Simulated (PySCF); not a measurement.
CH₇BOSi (SMILES COB[SiH3]), singlet, geometry from GFN2-xTB, atoms displaced at random by about 0.03 Å a coordinate; PySCF with DF-HF/6-31G, gradient.

Here is a job for PySCF.
```python
from pyscf import gto, scf

mol = gto.Mole()
mol.atom = '''
    B    -0.526033    0.596568   -0.548596
    H    -1.301254    1.331813   -1.110081
    O    -0.311747   -0.447321   -1.330787
    C     0.534841   -1.574657   -1.056040
    H     0.913202   -1.467255   -0.010100
    H    -0.083090   -2.434943   -1.167879
    H     1.335374   -1.581266   -1.757738
    Si   -0.016117    0.726553    1.379960
    H    -0.453974    2.062808    1.951558
    H     1.497155    0.875609    1.446426
    H    -0.312889   -0.324927    2.178603
'''
mol.basis = '6-31g'
mol.charge = 0
mol.spin = 0
mol.verbose = 4
mol.build()

mf = scf.RHF(mol)
mf = mf.density_fit(auxbasis='def2-universal-jkfit')
mf.kernel()
g = mf.nuc_grad_method()
g.auxbasis_response = False
grad = g.kernel()
```

Write the output that PySCF gives for this input, abridged.


```
PySCF version 2.14.0

[INPUT] verbose = 4
[INPUT] num. atoms = 11
[INPUT] num. electrons = 40
[INPUT] charge = 0
[INPUT] spin (= nelec alpha-beta = 2S) = 0
[INPUT] symmetry False subgroup None
[INPUT] Mole.unit = angstrom
[INPUT] Symbol           X                Y                Z      unit          X                Y                Z       unit  Magmom
[INPUT]  1 B     -0.526033000000   0.596568000000  -0.548596000000 AA   -0.994058302483   1.127350134680  -1.036696193032 Bohr   0.0
[INPUT]  2 H     -1.301254000000   1.331813000000  -1.110081000000 AA   -2.459013678495   2.516761819135  -2.097749066083 Bohr   0.0
[INPUT]  3 O     -0.311747000000  -0.447321000000  -1.330787000000 AA   -0.589116450155  -0.845314179767  -2.514822960132 Bohr   0.0
[INPUT]  4 C      0.534841000000  -1.574657000000  -1.056040000000 AA    1.010703010189  -2.975670470129  -1.995626376586 Bohr   0.0
[INPUT]  5 H      0.913202000000  -1.467255000000  -0.010100000000 AA    1.725701676405  -2.772710104899  -0.019086233858 Bohr   0.0
[INPUT]  6 H     -0.083090000000  -2.434943000000  -1.167879000000 AA   -0.157017343690  -4.601375398927  -2.206971456631 Bohr   0.0
[INPUT]  7 H      1.335374000000  -1.581266000000  -1.757738000000 AA    2.523491133865  -2.988159670086  -3.321643418741 Bohr   0.0
[INPUT]  8 Si    -0.016117000000   0.726553000000   1.379960000000 AA   -0.030456715950   1.372986184981   2.607746462855 Bohr   0.0
[INPUT]  9 H     -0.453974000000   2.062808000000   1.951558000000 AA   -0.857886527673   3.898142167562   3.687910136204 Bohr   0.0
[INPUT] 10 H      1.497155000000   0.875609000000   1.446426000000 AA    2.829212916023   1.654661202204   2.733348999450 Bohr   0.0
[INPUT] 11 H     -0.312889000000  -0.324927000000   2.178603000000 AA   -0.591274517389  -0.614023040477   4.116963004156 Bohr   0.0

nuclear repulsion = 150.964242928153
number of shells = 36
number of NR pGTOs = 140
number of NR cGTOs = 54
basis = 6-31g
ecp = {}

******** <class 'pyscf.df.df_jk.DFRHF'> ********
method = DFRHF
initial guess = minao
damping factor = 0
level_shift factor = 0
DIIS = <class 'pyscf.scf.diis.CDIIS'>
diis_start_cycle = 1
diis_space = 8
diis_damp = 0
SCF conv_tol = 1e-09
SCF conv_tol_grad = None
SCF max_cycles = 50
direct_scf = False
Set gradient conv threshold to 3.16228e-05
Initial guess from minao.
******** <class 'pyscf.df.df.DF'> ********
auxbasis = def2-universal-jkfit
init E= -430.6535263193
  HOMO = -0.269550165467735  LUMO = 0.0195160273983446  gap/eV = 7.86589
cycle= 1 E= -430.219849984745  delta_E= 0.434  |g|= 0.467  |ddm|= 2.63
  HOMO = -0.380017499840341  LUMO = 0.0887891840100186  gap/eV = 12.75688
cycle= 2 E= -430.270629947604  delta_E= -0.0508  |g|= 0.281  |ddm|= 0.612
  HOMO = -0.393018961829308  LUMO = 0.0944763469175287  gap/eV = 13.26542
cycle= 3 E= -430.28606397389  delta_E= -0.0154  |g|= 0.0495  |ddm|= 0.221
  HOMO = -0.387845754021478  LUMO = 0.102382643649268  gap/eV = 13.33979
cycle= 4 E= -430.286960695609  delta_E= -0.000897  |g|= 0.00977  |ddm|= 0.0855
  HOMO = -0.390552982154305  LUMO = 0.10100611893708  gap/eV = 13.37600
cycle= 5 E= -430.287002929648  delta_E= -4.22e-05  |g|= 0.00226  |ddm|= 0.0209
  HOMO = -0.391061451554736  LUMO = 0.100736568993172  gap/eV = 13.38251
cycle= 6 E= -430.287006213632  delta_E= -3.28e-06  |g|= 0.00057  |ddm|= 0.00709
  HOMO = -0.390929087838988  LUMO = 0.100917021413669  gap/eV = 13.38381
cycle= 7 E= -430.287006420446  delta_E= -2.07e-07  |g|= 0.000138  |ddm|= 0.00171
  HOMO = -0.390959525261634  LUMO = 0.100901913397448  gap/eV = 13.38423
cycle= 8 E= -430.287006434787  delta_E= -1.43e-08  |g|= 3.15e-05  |ddm|= 0.000431
  HOMO = -0.390957822481026  LUMO = 0.100904034028317  gap/eV = 13.38424
cycle= 9 E= -430.28700643558  delta_E= -7.94e-10  |g|= 8.05e-06  |ddm|= 8.43e-05
  HOMO = -0.390957819264015  LUMO = 0.100904023077468  gap/eV = 13.38424
Extra cycle  E= -430.287006435622  delta_E= -4.12e-11  |g|= 3.64e-06  |ddm|= 1.48e-05
converged SCF energy = -430.287006435622

******** <class 'pyscf.df.grad.rhf.Gradients'> for <class 'pyscf.df.df_jk.DFRHF'> ********
unit = Eh/Bohr
--------------- DFRHF gradients ---------------
         x                y                z
0 B     0.0444098763    -0.0208243007     0.0094478940
1 H    -0.0098360988    -0.0079754079    -0.0117068858
2 O    -0.0230720649     0.0285380097     0.0193365442
3 C     0.0056043965    -0.0154906550    -0.0277028991
4 H     0.0031122517     0.0115002209     0.0232480389
5 H    -0.0001080268     0.0115622588    -0.0015894198
6 H    -0.0080536647     0.0009434307     0.0050191059
7 Si    -0.0390325982    -0.0742645232     0.0236288051
8 H     0.0044356740     0.0097256826     0.0002307824
9 H     0.0030989660     0.0034725460    -0.0001979317
10 H     0.0200691626     0.0519387038    -0.0395119489
----------------------------------------------
```
